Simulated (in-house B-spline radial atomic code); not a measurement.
The numbers below are computed, except where a source is named.
# Ti ion on Si atom: potential, deflection and energy transfer

The pair potential comes from two frozen, spherical free-atom densities (PBE, B-spline radial code, scalar-relativistic past argon): electrostatics plus the change in Thomas-Fermi kinetic and Dirac exchange energy where they overlap, the recipe behind the universal ZBL potential, which averages such potentials (from solid-state densities) over many pairs. It is written V = (Z1 Z2 e²/r) φ(r/a), with e² = 14.3996 eV·Å and a = 0.46850 Å/(Z1^0.23 + Z2^0.23); ZBL's fit is φ = 0.18175 e^(−3.1998x) + 0.50986 e^(−0.94229x) + 0.28022 e^(−0.4029x) + 0.02817 e^(−0.20162x). Where φ falls below 4e-4 it is continued as an exponential.

Masses 47.87 and 28.09 u.

```
x = r/a  φ, this pair    φ, ZBL
    0.1        0.8985    0.8928
   0.25         0.779    0.7647
    0.5        0.6331    0.6096
      1        0.4416    0.4164
    1.5        0.3218    0.2995
      2        0.2421    0.2218
      3        0.1452    0.1292
      4        0.0916   0.08026
      5       0.06119   0.05224
    6.5       0.03489   0.02914
      8       0.02005   0.01705
     10       0.01014  0.008778
     12        0.0055   0.00474
   14.5      0.002565  0.002328
     17      0.001094  0.001212
```

Problem. At x = 3 the electrostatic, kinetic and exchange parts are 652.4, 1216.09 and -95.12 eV. Find r, V and φ.

Solution. a = 0.46850/(2.0359 + 1.8349) = 0.12103 Å, so r = 0.36310 Å. V = 652.4 + 1216.09 + (-95.12) = 1773.37 eV. The bare repulsion is 22 × 14 × 14.3996/0.36310 = 12214 eV, so φ = 0.1452, +12.3 % against ZBL's 0.1292. The kinetic (Pauli) term is 69 % of V here.

Problem. The ion comes in at 9.909 keV with impact parameter 0.2421 Å. The scattering integral gives a centre-of-mass angle of 60.5° and a closest approach of 2.902 a. What are the reduced energy, the energy passed on and the laboratory angles?

Solution. ε = E a M2/(Z1 Z2 e² (M1 + M2)) = 9909 × 1.0092e-05 = 0.1. The most that one collision can pass on is γE with γ = 4 M1 M2/(M1 + M2)² = 0.9322. Here T = γE sin²(θ/2) = 0.9322 × 9909 × 0.2538 = 2344 eV. The ion turns by arctan(sin θ/(cos θ + M1/M2)) = 21.6°, and the struck atom leaves at (180° − θ)/2 = 59.8°. The closest approach is 0.351 Å. With ZBL the angle would be 57.39° and T = 2130 eV.
